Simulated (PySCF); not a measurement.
# Radial density of K (potassium, neutral)

wB97X, [Ar] 3d1, 2D determinant (an excited configuration). All numbers are calculated (PySCF 2.14, the spin-free X2C one-electron Hamiltonian (Gaussian nucleus), in aug-cc-pwCVTZ-X2C (9s8p6d3f, 84 functions)).

```json
{"r (bohr)": "0.00117", "4πr²ρ (e/bohr)": "0.09420", "4πr²(ρα − ρβ)": "0.0000"}
{"r (bohr)": "0.00197", "4πr²ρ (e/bohr)": "0.2476", "4πr²(ρα − ρβ)": "0.0000"}
{"r (bohr)": "0.00331", "4πr²ρ (e/bohr)": "0.6393", "4πr²(ρα − ρβ)": "0.0000"}
{"r (bohr)": "0.00557", "4πr²ρ (e/bohr)": "1.600", "4πr²(ρα − ρβ)": "0.0000"}
{"r (bohr)": "0.00938", "4πr²ρ (e/bohr)": "3.793", "4πr²(ρα − ρβ)": "0.0000"}
{"r (bohr)": "0.0158", "4πr²ρ (e/bohr)": "8.195", "4πr²(ρα − ρβ)": "0.0000"}
{"r (bohr)": "0.0265", "4πr²ρ (e/bohr)": "15.12", "4πr²(ρα − ρβ)": "0.0000"}
{"r (bohr)": "0.0446", "4πr²ρ (e/bohr)": "21.47", "4πr²(ρα − ρβ)": "-0.0001"}
{"r (bohr)": "0.0751", "4πr²ρ (e/bohr)": "20.61", "4πr²(ρα − ρβ)": "-0.0002"}
{"r (bohr)": "0.126", "4πr²ρ (e/bohr)": "15.75", "4πr²(ρα − ρβ)": "-0.0004"}
{"r (bohr)": "0.212", "4πr²ρ (e/bohr)": "20.79", "4πr²(ρα − ρβ)": "-0.0006"}
{"r (bohr)": "0.357", "4πr²ρ (e/bohr)": "19.59", "4πr²(ρα − ρβ)": "0.0004"}
{"r (bohr)": "0.601", "4πr²ρ (e/bohr)": "6.341", "4πr²(ρα − ρβ)": "0.0026"}
{"r (bohr)": "1.01", "4πr²ρ (e/bohr)": "6.658", "4πr²(ρα − ρβ)": "0.0088"}
{"r (bohr)": "1.70", "4πr²ρ (e/bohr)": "3.846", "4πr²(ρα − ρβ)": "0.0194"}
{"r (bohr)": "2.86", "4πr²ρ (e/bohr)": "0.4085", "4πr²(ρα − ρβ)": "0.0293"}
{"r (bohr)": "4.81", "4πr²ρ (e/bohr)": "0.07254", "4πr²(ρα − ρβ)": "0.0695"}
{"r (bohr)": "8.09", "4πr²ρ (e/bohr)": "0.09793", "4πr²(ρα − ρβ)": "0.0979"}
{"r (bohr)": "13.6", "4πr²ρ (e/bohr)": "0.04914", "4πr²(ρα − ρβ)": "0.0491"}
{"r (bohr)": "22.9", "4πr²ρ (e/bohr)": "0.0006499", "4πr²(ρα − ρβ)": "0.0006"}
```

Densities and radii are taken from the X2C orbitals without a picture-change correction, which distorts them close to the nucleus.
